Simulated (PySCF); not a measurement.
**Static response to an electric field**

Species: C4H8ClNSi.
Cartesian coordinates in Å at the GFN2-xTB level; atoms count from 1:
```
atom  x, y, z in Å
C1     2.248   -1.412   -0.428
C2     1.271   -0.829    0.242
C3     1.005    0.634    0.246
Si4   -0.598    1.070   -0.693
Cl5   -0.764    3.073   -0.879
N6    -1.859    0.665    0.403
C7    -2.824   -0.125    0.435
H8     2.948   -0.840   -1.015
H9     2.396   -2.478   -0.415
H10    0.580   -1.425    0.825
H11    1.844    1.165   -0.205
H12    0.907    0.984    1.276
H13   -0.606    0.489   -2.036
H14   -3.100   -0.807   -0.373
H15   -3.452   -0.154    1.322
```

Level: PBE0/def2-SVPD (PySCF), static field, nuclei fixed, core orbitals frozen in the response. The polarisability tensor in these axes (au):

```
x   107.90  -5.17  -9.16
y    -5.17 102.76  -2.23
z    -9.16  -2.23  79.16
```

Q: Diagonalise the tensor; give its mean and Δα, where Δα² is half the sum of the squared differences of the eigenvalues.

A: Principal values 75.99, 101.25 and 112.57 au; mean 96.60 au = 14.32 Å³ = 15.93 × 10⁻⁴⁰ C²·m²/J; Δα = 32.43 au (34 % of the mean).

Q: What is the dipole moment, and where does it point?

A: (-0.70, -2.23, 0.08) D, 2.34 D in size, pointing from the negative to the positive side. Measured along this direction, the outermost atoms are Cl5 at the negative end and H14 and H9 at the positive end.

Q: Estimate the molar refractivity from the static electronic polarisability.

A: Lorentz–Lorenz: R = (4π/3)N_A α = 2.5225 cm³/(mol·Å³) × 14.32 Å³ = 36.1 cm³/mol, in the limit of long wavelengths.

Q: In TDDFT the mean static polarisability is Σ f/ω² over all singlet excitations (ω in hartree). How much of it do the 8 lowest give? Their energies (eV) and oscillator strengths: 3.93, 0.0003; 5.16, 0.0114; 6.06, 0.0353; 6.47, 0.2675; 6.63, 0.0154; 6.87, 0.0115; 6.89, 0.0182; 7.02, 0.0164.

A: They add up to 6.75 au, 7.0 % of the 96.60 au; the largest single term is 4.73 au, from the state at 6.47 eV. Terms in order: 0.01, 0.32, 0.71, 4.73, 0.26, 0.18, 0.28, 0.25 au. Higher excitations give the rest. The strengths listed sum to 0.376.

Q: Give the eigenvalues of the traceless quadrupole moment Θ = ½Σq(3rr − r²1), origin at the centre of nuclear charge.

A: -6.74, -3.19, 9.93 D·Å. The values depend on the origin, since the dipole doesn't vanish. The electronic extent ⟨r²⟩ about the same centre is 1399 bohr², a root-mean-square distance of 2.37 Å for the 70 electrons.

Q: Refractivity n − 1 of an ideal gas of it at 400 K and 1 atm, from the electronic α?

A: N = p/kT = 1.8347 × 10¹⁹ cm⁻³, so n − 1 = 2π × N × 14.32 × 10⁻²⁴ cm³ = 1650 × 10⁻⁶ at long wavelengths, for an ideal gas.

Isolated species at its GFN2-xTB geometry (one conformer only).

These values come from a run that also computed excited states. On one thread, Intel Xeon at 2.70 GHz (x86_64), shared host, this took 76 s and 0.85 GiB of memory at its peak.
